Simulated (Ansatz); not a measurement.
`C[SiH2][CH2][GaH][SiH3]` + `CF` → `F[CH2][GaH][SiH3]` + `C[SiH2]C` at 600 K and 1 bar (formal exchange of groups at a Ga–C bond).

Computed with Ansatz on PBE0-D4/def2-TZVP structures; ΔE is electronic, products minus reactants. CCSD(T)/CBS adds triple-zeta CCSD(T) − MP2 to the extrapolated MP2 energy (def2 sets, frozen cores). This one scheme is used for every species. For Ga outer-core shells are correlated without core-valence functions, which leaves a few kJ/mol of doubt a bond. Scalar relativity is left out up to krypton. Each species was taken in one conformer, which may not be the lowest.

| species | CCSD(T)/CBS energy (Eh) | H − E (kJ/mol) | S (J/(mol·K)) |
| --- | --- | --- | --- |
| `C[SiH2][CH2][GaH][SiH3]` | -2584.83070 | 386.1 | 584.3 |
| `CF` | -139.63461 | 127.6 | 254.6 |
| `F[CH2][GaH][SiH3]` | -2354.43580 | 221.2 | 469.0 |
| `C[SiH2]C` | -370.01595 | 290.4 | 379.7 |

H − E and S are ideal-gas, rigid-rotor, harmonic terms from PBE0-D4/def2-TZVP, for one conformer and one mirror image of each species. 1 Eh = 2625.50 kJ/mol, R = 8.31446 J/(mol·K).

Task: By hand: ΔE, ΔH, ΔS and ΔG.

Result: ΔE = (-2354.43580) + (-370.01595) − (-2584.83070) − (-139.63461) = 0.01356 Eh = 35.6 kJ/mol. Δ(H − E) = 221.2 + 290.4 − 386.1 − 127.6 = -2.1, so ΔH = 33.5 kJ/mol. ΔS = 469.0 + 379.7 − 584.3 − 254.6 = 9.8 J/(mol·K). ΔG = 33.5 − 600 × (9.8)/1000 = 27.6 kJ/mol.

Task: By hand: the equilibrium constant, and the temperature at which ΔG would vanish if ΔH and ΔS stayed fixed.

Result: log₁₀ K = −ΔG/(RT ln 10) = -2.4. ΔG = 0 at ΔH/ΔS = 3418 K, far beyond where these terms or the molecules hold.

The number of gas molecules stays the same, so ΔS is small and ΔH decides. A doubt of 5 kJ/mol in ΔE shifts log₁₀ K by 0.4 here. Other conformers and mirror images would add mixing entropy, several J/(mol·K) or more a flexible species. Modes under 60 cm⁻¹, often nearly free rotors, make the harmonic entropy too high. These are equilibria of isolated gas molecules and say nothing of rates. Largest T1 diagnostic: 0.013 (customary marks: 0.02 for closed shells, 0.045 for open ones).
